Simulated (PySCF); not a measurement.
## The 11-electron isoelectronic series, non-relativistic

All values are computed (PySCF 2.14, energy differences of UHF-based or UKS calculations, no spin-orbit coupling). Each ion has its own even-tempered basis scaled to its charge (16s10p5d4f for the first); frozen: 1s2. Ionisation energies in eV, correlation energies of the ion in mhartree.

| ion | configuration | UHF | MP2 (outer shells) | CCSD (outer shells) | CCSD(T) (outer shells) | LDA | PBE | PBE0 | E_corr MP2 | E_corr CCSD(T) | NIST (with spin-orbit, Breit and QED) |
| --- | --- | --- | --- | --- | --- | --- | --- | --- | --- | --- | --- |
| Ge²¹⁺ | [Ne] 3s1 (2S) | 869.04 | 869.66 | 869.66 | 869.66 | 871.05 | 872.17 | 871.49 | -312.3 | -315.0 | 880.44 (s) |
| Se²³⁺ | [Ne] 3s1 (2S) | 1021.3 | 1021.9 | 1021.9 | 1021.9 | 1023.4 | 1024.6 | 1023.9 | -313.1 | -315.7 | 1036.4 (s) |
| Br²⁴⁺ | [Ne] 3s1 (2S) | 1101.9 | 1102.6 | n/a | n/a | 1104.1 | 1105.4 | 1104.6 | -313.5 | n/a | 1119.2 (s) |
| Kr²⁵⁺ | [Ne] 3s1 (2S) | 1185.6 | 1186.3 | 1186.3 | 1186.3 | 1187.8 | 1189.2 | 1188.4 | -313.9 | -316.3 | 1205.2 (s) |
| Sr²⁷⁺ | [Ne] 3s1 (2S) | 1362.0 | 1362.6 | 1362.6 | 1362.6 | 1364.2 | 1365.8 | 1365.0 | -314.6 | -316.8 | 1387.19 ± 0.05 (s) |
| Zr²⁹⁺ | [Ne] 3s1 (2S) | 1550.5 | 1551.1 | 1551.1 | 1551.1 | 1552.8 | 1554.6 | 1553.6 | -315.2 | -317.3 | 1582.37 ± 0.05 (s) |
| Mo³¹⁺ | [Ne] 3s1 (2S) | 1751.1 | 1751.8 | 1751.8 | 1751.8 | 1753.5 | 1755.4 | 1754.4 | -315.3 | -317.4 | 1790.93 ± 0.06 (s) |
| Ru³³⁺ | [Ne] 3s1 (2S) | 1963.8 | 1964.4 | 1964.4 | 1964.4 | 1966.2 | 1968.3 | 1967.2 | -315.8 | -317.7 | 2013.04 ± 0.06 (s) |
| Pd³⁵⁺ | [Ne] 3s1 (2S) | 2188.5 | 2189.2 | 2189.2 | 2189.2 | 2191.0 | 2193.3 | 2192.2 | -316.3 | -318.1 | 2248.87 ± 0.07 (s) |
| Cd³⁷⁺ | [Ne] 3s1 (2S) | 2425.4 | 2426.0 | 2426.0 | 2426.0 | 2428.0 | 2430.3 | 2429.2 | -316.7 | -318.4 | 2498.62 ± 0.08 (s) |

Each ion has its own basis, which adds noise of up to about 0.1 % along the series.

NIST values marked (s) are semi-empirical, (t) theoretical. Open shells are high-spin determinants of the terms that Hund's rules give.

All relativistic terms are absent from the calculated values; where these lie close to NIST, scalar and spin-orbit shifts of opposite sign can cancel.
